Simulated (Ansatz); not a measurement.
C2H8N2, triplet, at the geometry of the source list (a higher spin typed on purpose: for a closed-shell molecule this is an excited state); HF/6-31G* run with Ansatz (a first-principles code).

Input for Ansatz:
Ansatz 0.2 input:
```yaml
crystal:
  periodic: [false, false, false]
  atoms:
    - {symbol: N, position_ang: [1.81950000, 0.32830000, -0.22850000]}
    - {symbol: C, position_ang: [0.58870000, 0.06660000, 0.49630000]}
    - {symbol: C, position_ang: [-0.52930000, -0.28720000, -0.48430000]}
    - {symbol: N, position_ang: [-1.74500000, -0.60500000, 0.24350000]}
    - {symbol: H, position_ang: [2.57600000, 0.52730000, 0.41560000]}
    - {symbol: H, position_ang: [1.70680000, 1.13510000, -0.83450000]}
    - {symbol: H, position_ang: [0.25620000, 0.91600000, 1.12030000]}
    - {symbol: H, position_ang: [0.75780000, -0.78560000, 1.15790000]}
    - {symbol: H, position_ang: [-0.23140000, -1.17120000, -1.05210000]}
    - {symbol: H, position_ang: [-0.64970000, 0.54680000, -1.19940000]}
    - {symbol: H, position_ang: [-2.48190000, -0.87720000, -0.39670000]}
    - {symbol: H, position_ang: [-2.06750000, 0.20610000, 0.76200000]}
basis:
  gaussian:
    orbitals: 6-31G*
    fitting: {mean_field: cc-pVTZ-JKFIT}
hamiltonian:
  xc: hf
magnetization: {spin_polarized: true, initial_magnetization: 2}
```

What the program printed (banner, timings and long lists left out):

```
Functional definition: HF
556 factors; integrals over basis functions are off by at most 1.1e-1 eV
mean field evaluation 1: about -5138.1195 eV, gradient 2.0e1 eV
mean field evaluation 2: about -5140.2110 eV, gradient 9.0e0 eV
mean field evaluation 4: about -5140.6515 eV, gradient 8.5e-1 eV
mean field evaluation 8: about -5140.6803 eV, gradient 3.1e-1 eV
mean field evaluation 16: about -5143.3456 eV, gradient 3.2e-3 eV
mean field evaluation 32: about -5140.6417 eV, gradient 1.1e1 eV
mean field evaluation 64: about -5137.5724 eV, gradient 1.2e1 eV
mean field evaluation 96: about -5140.2623 eV, gradient 1.3e0 eV
mean field evaluation 128: about -5142.4246 eV, gradient 2.0e0 eV
mean field evaluation 160: about -5139.4747 eV, gradient 5.6e0 eV
mean field evaluation 192: about -5141.1345 eV, gradient 2.9e0 eV
mean field -5143.34599982 eV, -189.0144792083 hartree, gradient 8.9e-6 eV, S^2 2.009492; 3 other end points of the search recorded, 0 dependent functions left out
reference -5143.34599982 eV, -189.0144792083 hartree; 18, 16 occupied and 58, 60 virtual orbitals, 556 factors
Total energy: -5143.34599982 eV, -189.0144792083 hartree
```
